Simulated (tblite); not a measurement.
Start geometry of `NCCC([SiH3])[SiH3]` from a force field or distance geometry (Å):
```
atom  x, y, z in Å
N1     1.8744    0.5989    0.4260
C2     1.3066   -0.7307    0.6329
C3     0.3641   -1.1228   -0.4386
C4    -0.8354   -0.2369   -0.6230
Si5   -1.7971   -0.2638    0.9934
Si6   -0.5328    1.4949   -1.1085
H7     2.7775    0.6212    0.9644
H8     2.1094    0.6654   -0.5799
H9     0.8832   -0.7907    1.6627
H10    2.1817   -1.4311    0.6347
H11    0.0024   -2.1653   -0.2397
H12    0.8810   -1.2074   -1.4194
H13   -1.4564   -0.7058   -1.4299
H14   -2.1214   -1.6280    1.4394
H15   -1.0125    0.4623    2.0063
H16   -3.0785    0.4348    0.7387
H17   -1.7885    2.0349   -1.6888
H18   -0.3107    2.2891    0.1083
H19    0.5432    1.6901   -2.0865
```

Question: What comes out of this run: GFN2-xTB geometry optimisation, gas phase (tblite)?

Answer: 
```
atom  x, y, z in Å
N1     1.8708    0.5755    0.0506
C2     1.3898   -0.7024    0.5443
C3     0.3382   -1.2162   -0.4294
C4    -0.8451   -0.2568   -0.5165
Si5   -1.9744   -0.3387    1.0087
Si6   -0.3249    1.5366   -0.9259
H7     2.3800    1.0898    0.7593
H8     2.4783    0.4429   -0.7496
H9     0.9283   -0.5417    1.5208
H10    2.1955   -1.4443    0.6651
H11    0.0128   -2.2124   -0.1157
H12    0.8039   -1.3163   -1.4153
H13   -1.4554   -0.5873   -1.3637
H14   -2.1765   -1.7430    1.3950
H15   -1.4025    0.3621    2.1632
H16   -3.2733    0.2563    0.6955
H17   -1.5752    2.1251   -1.4623
H18    0.0078    2.3816    0.2168
H19    0.6123    1.5983   -2.0484
```

The energy falls by 11.8 kcal/mol over 101 L-BFGS steps, the largest force on an atom goes from 2.17 to 0.009 eV/Å, and the atoms move by 0.289 Å rms after alignment. The bond that changes most is C4–Si6 (sp3 carbon bound to silicon to SiH3 silicon), which lengthens by 0.088 Å. Bonds longer at the end by more than 0.005 Å: 4 of 18; shorter: 11. Among the angles that change most is C4–Si6–H18, from 108.5° to 115.9°. Among the dihedrals that turn most is H7–N1–C2–C3, from -157° to 165°. Rotational constants go from 2376, 1928, 1357 to 2622, 1767, 1295 MHz. The orientation of the end geometry is arbitrary; only internal coordinates are fixed.

Its GFN2-xTB frequencies are all real (lowest 56 cm⁻¹). One conformer, not necessarily the lowest.

These are computed values.
